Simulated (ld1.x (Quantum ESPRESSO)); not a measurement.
**What one change does to a pseudopotential (phosphorus, PAW)**

ld1.x (Quantum ESPRESSO) 7.5 input, shortened:

```
&input
   title='P', zed=15., rel=1, dft='PBE', iswitch=3,
   config='[Ne] 3s2 3p1.5'
 /
 &inputp
   pseudotype=3, lpaw=.true., tm=.true., lloc=-1, rcloc=1.10,
   nlcc=.true., new_core_ps=.true., rcore=0.65,
   which_augfun='BESSEL', rmatch_augfun=0.95
 /
4
3S  1  0   2.00   0.00  1.05  1.30  0.0
3S  1  0   0.00   1.40  1.05  1.30  0.0
3P  2  1   1.50   0.00  1.10  1.35  0.0
3P  2  1   0.00  -0.75  1.10  1.35  0.0
 &test
   configts(1)='3s2 3p1.5'
 /
```

All-electron outer shells of the reference configuration (PBE, scalar-relativistic, ld1.x):

```csv
shell,level (eV),outermost node (bohr),outermost maximum (bohr)
3s,-28.48,0.65,1.54
3p,-19.10,0.64,1.72
```

Change: functional PW91.

Cutoffs: the cutoffs (Ry, on a coarse ladder) from which the occupation-weighted sum of valence levels, in a spherical-Bessel basis at the reference potential, stays within 10 and 1 mRy of its value at 400 Ry; they do not see the model core or the augmentation charge, which bear on the density cutoff. Errors are all-electron minus pseudo energies relative to the spin-unpolarised reference configuration.

Problem. What does the change do?

Solution. The potential gets harder (12 Ry and 40 Ry → 18 Ry and 50 Ry); both files keep a bound ghost (p, s); of the 7 tests that both files solve, the error grows in 2 and shrinks in 0 by more than 15 % and 0.3 meV (median size 2.3 → 3.2 meV).

| quantity | base | changed |
| --- | --- | --- |
| cutoff, loose | 12 Ry | 18 Ry |
| cutoff, tight | 40 Ry | 50 Ry |
| loose cutoff by channel (10 mRy a level) | s 10 Ry, p 8 Ry | s 12 Ry, p 8 Ry |
| bound ghosts | s, p | s, p |
| error for 3s2 3p3, meV [ΔE -18.04 → -18.12 eV] | -2.3 | -3.2 |
| error for 3s2 3p2, meV [ΔE -8.32 → -8.34 eV] | -0.3 | -0.4 |
| error for 3s2 3p1, meV [ΔE 10.83 → 10.86 eV] | -1.9 | -2.1 |
| error for 3s2 3p3.3, meV [ΔE -19.35 → -19.44 eV] | -2.6 | -3.8 |
| error for 3s2 3p0, meV [ΔE 40.57 → 40.69 eV] | -21 | -23 |
| error for 3s1 3p0, meV [ΔE 92.58 → 92.78 eV] | -98 | -105 |
| error for 3s1 3p3, meV [ΔE 0.81 → 0.78 eV] | -0.1 | -0.1 |
| s: phases at 1.51 bohr within 0.05 rad from the reference energy up to (Ry; the scan ends near 5) | to the end of the scan | to the end of the scan |
| p: phases at 1.51 bohr within 0.05 rad from the reference energy up to (Ry; the scan ends near 5) | to the end of the scan | to the end of the scan |
| lowest overlap eigenvalue by channel | s 0.57, p 0.78 | s 0.57, p 0.77 |

 A true bound ghost makes a file unfit for plane-wave use even where its test errors are small: the radial tests pick states by their node count and pass the ghost by.
